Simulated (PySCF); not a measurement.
Gas-phase reaction: 2 GeH3 + O = 2 GeH2 + H2O

Method: PySCF energies plus ideal-gas RRHO corrections (1 bar). † marks an energy on the PBE0/def2-TZVP geometry and frequencies; other levels use their own. MP2 freezes the core. 6-31G* has spherical d functions here. Open shells (unrestricted): GeH3 (multiplicity 2), O (multiplicity 3); the rest are closed-shell singlets. Spin-orbit splitting is ignored; it lowers the true energy and changes the entropy of O. B3LYP is the form with VWN-RPA correlation. Ge: all electrons, no relativistic terms. GeH3, GeH2: computed as isolated molecules; such fragments, hydroxides, amides, oligomers or adducts are transient or little studied in the gas. MP2 isn't extrapolated to the basis-set limit.

B3LYP/def2-TZVP† gives ΔH°(298 K) = -418 kJ.

Question: What do B3LYP/6-31G*, PBE/def2-SVP, MP2/def2-SVP† give?

Answer: B3LYP/6-31G*: -385 kJ; PBE/def2-SVP: -413 kJ; MP2/def2-SVP†: -351 kJ. For scale, ΔH°(298 K) is -418 kJ at this level, -419 kJ at ωB97M-V/def2-TZVP†, and runs from -944 to -113 kJ over the 20 levels computed.
